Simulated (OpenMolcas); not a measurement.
Mn2+ in a ligand field

Mn2+ with 6 ligands (chloride) in octahedral coordination (Oh) at 2.59 Å. A charge of +0.667 e stands 3.2 Å behind each ligand. Ligand basis ANO-RCC-VDZP.
```
Mn    0.0000    0.0000    0.0000
Cl    2.5900    0.0000    0.0000
Cl    0.0000    2.5900    0.0000
Cl   -2.5900    0.0000    0.0000
Cl    0.0000   -2.5900    0.0000
Cl    0.0000    0.0000    2.5900
Cl    0.0000    0.0000   -2.5900
```

```
Program             : OpenMolcas
Method              : CASSCF
Basis               : ANO-RCC-VDZP [5s4p2d1f]
Scalar Hamiltonian  : DKH2, point nucleus
Active space        : 5 electrons in 5 orbitals (3d)
State averaging     : 2S+1 = 6 even, 1 root; 2S+1 = 4 even, 24 roots; 2S+1 = 2 even, 75 roots
Spin-orbit coupling : state interaction with AMFI integrals over the reference wave functions
```

The lowest spin-free states (labels of O, the rotations of Oh), above the lowest:

```
State  Degeneracy  E (cm-1)  Free-ion L (%)
  6A1           1       0.0         S (100)
  4T1           3     29054          G (78)
  4T2           3     30701          G (98)
  4A1           1     31046         G (100)
   4E           2     31047         G (100)
  4T1           3     37650          P (78)
  4T2           3     37957          D (95)
   4E           2     38594         D (100)
  2T2           3     41274          I (70)
  2A2           1     42607          I (84)
  2T1           3     42755          I (87)
  2T2           3     43303          I (89)
   2E           2     43760          I (96)
  2A1           1     44072         I (100)
  2T2           3     47425          D (52)
   2E           2     48917          D (81)
  2T1           3     50396          F (79)
  4A2           1     51964         F (100)
  2T2           3     51969          F (37)
  4T1           3     52011          F (99)
```

The lowest levels with spin-orbit coupling:

```csv
E (cm-1),Degeneracy,Label,2S+1,g
0.0,6,,6,
29019,2,Γ7,4,2.35 2.35 2.35
29027,4,Γ8,4,
29062,4,Γ8,4,
29093,2,Γ6,4,2.94 2.94 2.94
30630,2,Γ7,4,1.80 1.80 1.80
30674,4,Γ8,4,
30736,2,Γ6,4,3.90 3.90 3.90
30740,4,Γ8,4,
31041,4,Γ8,4,
31044,2,Γ7,4,2.08 2.08 2.08
31051,4,Γ8,4,
31051,2,Γ6,4,1.67 1.67 1.67
37328,4,Γ8,4,
37468,2,Γ7,4,2.40 2.40 2.40
37474,4,Γ8,4,
37577,2,Γ6,4,1.98 1.98 1.98
37930,2,Γ6,4,1.15 1.15 1.15
38064,4,Γ8,4,
38134,2,Γ7,4,4.06 4.06 4.06
```

Powder χT (cm3 K/mol): 4.39 at 2 K, 4.39 at 10 K, 4.39 at 50 K, 4.39 at 100 K, 4.39 at 200 K, 4.39 at 300 K. The effective moment at 300 K is 2.828 √(χT) = 5.92 μB.

The lowest level has 2S+1 = 6, for which the spin-only value is χT = S(S+1) / 2 = 4.375 cm3 K/mol (g = 2). The computed 4.386 at 300 K differs by +0.011, little more than the free-electron g of 2.0023 accounts for.

Metal share of the active 3d orbitals (Löwdin): 96, 96, 99, 99, 99 %; Mulliken charge of the metal 1.47.

A least-squares ligand-field fit to the states below 45000 cm-1, each weighted by its degeneracy and with a free common offset, gives 10Dq = 3978 cm-1, B = 1083 cm-1 and C = 4016 cm-1 (C/B = 3.71), with an rms deviation of 32 cm-1.

The same method and metal basis give the free ion B = 1108 cm-1 (fit to its terms below 60000 cm-1, rms deviation 53 cm-1), so the nephelauxetic ratio is β = 1083 / 1108 = 0.98; it hangs on how both fits weigh the states, and computed free-ion B values tend to be too large, so β mixes covalency with correlation.

Without dynamic correlation the repulsion within the d shell is too large (B by tens of per cent), so at a given field states of lower spin stand too high. Ligand-to-metal charge-transfer states are missing. With no ligand orbital active B as a rule stays too high, so bands that hang on it stand too high and its fall with covalency is understated. With metal d orbitals alone and no dynamic correlation the field as a rule comes out too small, by tens of per cent, by up to half for chloride and softer ligands. No measured value stands beside these numbers; the geometry is a model, was not optimised and need not be the one that this ion takes.

The RASSCF and RASSI steps took 48 s on 1 thread of Arm Neoverse V2, on a shared host; the integral step is not counted.
